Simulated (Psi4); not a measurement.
C₄H₈O₂ (SMILES C1COCCO1), singlet, at a GFN2-xTB geometry; QCISD(T)/STO-3G (Psi4).

Input for Psi4:
```
memory 2 GB

molecule mol {
0 1
C     1.247602    0.545664   -0.003314
C     0.930822   -0.856959    0.503451
O    -0.159910   -1.431509   -0.194484
C    -1.079178   -0.471116   -0.683883
C    -1.099246    0.782410    0.183746
O     0.159910    1.431509    0.194484
H     2.096931    0.966806    0.539985
H     1.501618    0.498592   -1.072649
H     1.784703   -1.521487    0.351185
H     0.705205   -0.813945    1.579306
H    -0.818025   -0.196019   -1.716519
H    -2.060881   -0.950849   -0.687076
H    -1.820753    1.505531   -0.204094
H    -1.388798    0.511371    1.209863
}

set {
  basis sto-3g
  reference rhf
}

energy('qcisd(t)')
print_variables()
```

Output, abridged:

```
   => Loading Basis Set <=

    Name: STO-3G
    Role: ORBITAL
    Keyword: BASIS

         ---------------------------------------------------------
                                   SCF
               by Justin Turney, Rob Parrish, Andy Simmonett
                          and Daniel G. A. Smith
                              RHF Reference
         ---------------------------------------------------------

  ==> Geometry <==

    Molecular point group: c1
    Full point group: C1

    Geometry (in Angstrom), charge = 0, multiplicity = 1:

       Center              X                  Y                   Z               Mass
    ------------   -----------------  -----------------  -----------------  -----------------
         C            1.247602000000     0.545664136282    -0.003314011446    12.000000000000
         C            0.930822000000    -0.856958863718     0.503450988554    12.000000000000
         O           -0.159910000000    -1.431508863718    -0.194484011446    15.994914619570
         C           -1.079178000000    -0.471115863718    -0.683883011446    12.000000000000
         C           -1.099246000000     0.782410136282     0.183745988554    12.000000000000
         O            0.159910000000     1.431509136282     0.194483988554    15.994914619570
         H            2.096931000000     0.966806136282     0.539984988554     1.007825032230
         H            1.501618000000     0.498592136282    -1.072649011446     1.007825032230
         H            1.784703000000    -1.521486863718     0.351184988554     1.007825032230
         H            0.705205000000    -0.813944863718     1.579305988554     1.007825032230
         H           -0.818025000000    -0.196018863718    -1.716519011446     1.007825032230
         H           -2.060881000000    -0.950848863718    -0.687076011446     1.007825032230
         H           -1.820753000000     1.505531136282    -0.204094011446     1.007825032230
         H           -1.388798000000     0.511371136282     1.209862988554     1.007825032230

  Running in c1 symmetry.

  Rotational constants: A =      0.17348  B =      0.15144  C =      0.09392 [cm^-1]
  Rotational constants: A =   5200.74566  B =   4540.12638  C =   2815.69515 [MHz]
  Nuclear repulsion =  264.941786567051963

  Charge       = 0
  Multiplicity = 1
  Electrons    = 48
  Nalpha       = 24
  Nbeta        = 24

  ==> Algorithm <==

  SCF Algorithm Type is PK.
  DIIS enabled.
  MOM disabled.
  Fractional occupation disabled.
[...]
  @RHF Final Energy:  -301.97362148237670
    Total Energy =                       -301.9736214823767000
[...]
      Number of threads:                 1
      Number of atoms:                  14
      Number of AO shells:              26
      Number of SO shells:              26
      Number of primitives:             78
      Number of atomic orbitals:        38
      Number of basis functions:        38

      Number of irreps:                  1
      Integral cutoff                 1.00e-12
      Number of functions per irrep: [  38 ]

 OEINTS: Overlap, kinetic, potential, dipole, and quadrupole integrals
         stored in file 35.

      Computed 267553 non-zero two-electron integrals.
        Stored in file 33.

        ==> Transform all two-electron integrals <==

	Presorting SO-basis two-electron integrals.
	Sorting File: SO Ints (nn|nn) nbuckets = 1
	Constructing frozen core operators
	Starting first half-transformation.
	Sorting half-transformed integrals.
	First half integral transformation complete.
	Starting second half-transformation.
	Two-electron integral transformation complete.

Traceback (most recent call last):
  File "psi4", line 375, in <module>
  File "<string>", line 35, in <module>
  File "site-packages/psi4/driver/driver.py", line 533, in energy
  File "site-packages/psi4/driver/procrouting/proc.py", line 5712, in run_fnocc

RuntimeError:
Fatal Error: ndocc must be less than nvirt
The most recent 5 function calls were:

psi::PsiException::PsiException(std::__cxx11::basic_string<char, std::char_traits<char>, std::allocator<char> >, char const*, int)

Printing out the relevant lines from the Psithon --> Python processed input file:
    H    -1.388798    0.511371    1.209863
    ""","mol")
    core.IO.set_default_namespace("mol")
    core.set_global_option("BASIS", "sto-3g")
    core.set_global_option("REFERENCE", "rhf")
--> energy('qcisd(t)')
    print_variables()

!----------------------------------------------------------------------------------!
!                                                                                  !
! Fatal Error: ndocc must be less than nvirt                                       !
! The most recent 5 function calls were:                                           !
! psi::PsiException::PsiException(std::__cxx11::basic_string<char,                 !
!     std::char_traits<char>, std::allocator<char> >, char const*, int)            !
!                                                                                  !
!----------------------------------------------------------------------------------!
```

The program stopped with an error.
